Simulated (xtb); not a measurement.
ClO2W, doublet, geometry from GFN2-xTB (such geometries of metal compounds can be far from the true shape) (the multiplicity is a formal guess), atoms displaced at random by about 0.1 Å a coordinate; GFN1-xTB in xtb.

xtb was given this input:
```
$ xtb mol.xyz --gfn 1 --uhf 1 --opt loose --json

# file mol.xyz
4

W      0.05252599    -0.01604953     0.02634928
O      1.59509558    -0.53975709    -0.30392015
O     -0.62260562    -0.85815604     1.48500639
Cl    -0.98979526     1.32739795    -0.92695282
```

Q: Predict the main parts of the log of this xtb run.

A: 
```
   ID    Z sym.   atoms
    1   74 W      1
    2    8 O      2, 3
    3   17 Cl     4

           -------------------------------------------------
          |                Calculation Setup                |
           -------------------------------------------------

           -------------------------------------------------
          |                 G F N 1 - x T B                 |
           -------------------------------------------------

          ...................................................
          :                      SETUP                      :
          :.................................................:
          :  # basis functions                  28          :
          :  # atomic orbitals                  26          :
          :  # shells                           10          :
          :  # electrons                        25          :
          :  # halogen bonds                     2          :
          :  max. iterations                   250          :
          :  Hamiltonian                  GFN1-xTB          :
          :  restarted?                      false          :
          :  GBSA solvation                  false          :
          :  PC potential                    false          :
          :  electronic temp.          300.0000000     K    :
          :  accuracy                    1.0000000          :
          :  -> integral cutoff          0.2500000E+02      :
          :  -> integral neglect         0.1000000E-07      :
          :  -> SCF convergence          0.1000000E-05 Eh   :
          :  -> wf. convergence          0.2000000E-04 e    :
          :  Broyden damping             0.4000000          :
          :  net charge                          0          :
          :  unpaired electrons                  1          :
          ...................................................

 iter      E             dE          RMSdq      gap      omega  full diag
   1    -16.0144658 -0.160145E+02  0.998E+00    0.99       0.0  T
   2    -16.0745480 -0.600822E-01  0.545E+00    1.34       1.0  T
   3    -16.0770994 -0.255132E-02  0.309E+00    1.14       1.0  T
   4    -16.0802361 -0.313672E-02  0.770E-01    1.30       1.0  T
   5    -16.0847473 -0.451127E-02  0.477E-02    1.24       1.0  T
   6    -16.0847521 -0.471937E-05  0.129E-02    1.23       3.9  T
   7    -16.0847525 -0.405916E-06  0.107E-03    1.24      46.8  T
   8    -16.0847525 -0.282540E-08  0.960E-04    1.24      52.1  T
   9    -16.0847525 -0.254724E-08  0.133E-04    1.24     376.2  T
  10    -16.0847525 -0.450591E-10  0.159E-05    1.24    3140.4  T

   *** convergence criteria satisfied after 10 iterations ***

         :::::::::::::::::::::::::::::::::::::::::::::::::::::
         ::                     SUMMARY                     ::
         :::::::::::::::::::::::::::::::::::::::::::::::::::::
         :: total energy             -15.943279748103 Eh    ::
         :: gradient norm              0.413398884677 Eh/a0 ::
         :: HOMO-LUMO gap              1.235474427795 eV    ::
         ::.................................................::
         :: SCC energy               -16.084752479527 Eh    ::
         :: -> electrostatic           0.170177693658 Eh    ::
         :: repulsion energy           0.142719437198 Eh    ::
         :: dispersion energy         -0.001246705775 Eh    ::
         :: halogen bond corr.         0.000000000000 Eh    ::
         :: add. restraining           0.000000000000 Eh    ::
         :: total charge               0.000000000000 e     ::
         :::::::::::::::::::::::::::::::::::::::::::::::::::::

      -----------------------------------------------------------
     |                   =====================                   |
     |                        A N C O P T                        |
     |                   =====================                   |
     |               Approximate Normal Coordinate               |
[...]
 * total energy  :   -15.9432797 Eh     change       -0.7069900E-12 Eh
 * total energy  :   -16.0004839 Eh     change       -0.5720417E-01 Eh
 * total energy  :   -16.0025531 Eh     change       -0.2069192E-02 Eh
 * total energy  :   -16.0040495 Eh     change       -0.1496371E-02 Eh
 * total energy  :   -16.0042290 Eh     change       -0.1795663E-03 Eh
 * total energy  :   -16.0042520 Eh     change       -0.2297085E-04 Eh
   *** GEOMETRY OPTIMIZATION CONVERGED AFTER 6 ITERATIONS ***
         :: total energy             -16.004252013638 Eh    ::
[...]
         :: add. restraining           0.000000000000 Eh    ::
         :: total charge               0.000000000000 e     ::
         :::::::::::::::::::::::::::::::::::::::::::::::::::::

           -------------------------------------------------
          |                Property Printout                |
           -------------------------------------------------

    * Orbital Energies and Occupations

         #    Occupation            Energy/Eh            Energy/eV
      -------------------------------------------------------------
         1        2.0000           -0.9508473             -25.8739
         2        2.0000           -0.7273548             -19.7923
         3        2.0000           -0.7226341             -19.6639
         4        2.0000           -0.5424175             -14.7599
         5        2.0000           -0.5351374             -14.5618
         6        2.0000           -0.5260555             -14.3147
         7        2.0000           -0.5249516             -14.2847
         8        2.0000           -0.5192639             -14.1299
         9        2.0000           -0.5160612             -14.0427
        10        2.0000           -0.4992623             -13.5856
        11        2.0000           -0.4958936             -13.4940
        12        2.0000           -0.4814908             -13.1020
        13        1.0000           -0.3517276              -9.5710 (HOMO)
        14        0.0000           -0.3226901              -8.7808 (LUMO)
        15                         -0.2679111              -7.2902
        16                         -0.1763669              -4.7992
        17                         -0.1637084              -4.4547
        18                         -0.0770616              -2.0970
        19                         -0.0762266              -2.0742
        20                         -0.0710200              -1.9326
        21                         -0.0390721              -1.0632
        22                         -0.0361901              -0.9848
        23                         -0.0033011              -0.0898
        24                          0.3193466               8.6899
       ...                                ...                  ...
        26                          0.6616144              18.0034
      -------------------------------------------------------------
                  HL-Gap            0.0290375 Eh            0.7902 eV
             Fermi-level           -0.3769090 Eh          -10.2562 eV

  Mulliken/CM5 charges         n(s)   n(p)   n(d)
     1W     1.71262  2.28768   0.402  0.745  3.140
     2O    -0.67639 -0.91914   1.735  4.941  0.000
     3O    -0.67534 -0.91865   1.735  4.940  0.000
     4Cl   -0.36089 -0.44988   1.882  5.487 -0.008

Wiberg/Mayer (AO) data.
largest (>0.10) Wiberg bond orders for each atom

 ---------------------------------------------------------------------------
     #   Z sym  total        # sym  WBO       # sym  WBO       # sym  WBO
 ---------------------------------------------------------------------------
     1  74 W    5.032 --     3 O    1.995     2 O    1.993     4 Cl   1.044
     2   8 O    2.145 --     1 W    1.993     3 O    0.108
     3   8 O    2.146 --     1 W    1.995     2 O    0.108
     4  17 Cl   1.131 --     1 W    1.044
 ---------------------------------------------------------------------------

Topologies differ in total number of bonds
Writing topology from bond orders to xtbtopo.mol

 dipole moment from electron density (au)
     X       Y       Z
  -0.6865   0.9019  -0.7339  total (Debye):    3.432

optimized geometry written to: xtbopt.xyz

           -------------------------------------------------
          | TOTAL ENERGY              -16.004252013638 Eh   |
          | GRADIENT NORM               0.001529400394 Eh/α |
          | HOMO-LUMO GAP               0.790150702909 eV   |
           -------------------------------------------------

normal termination of xtb
```
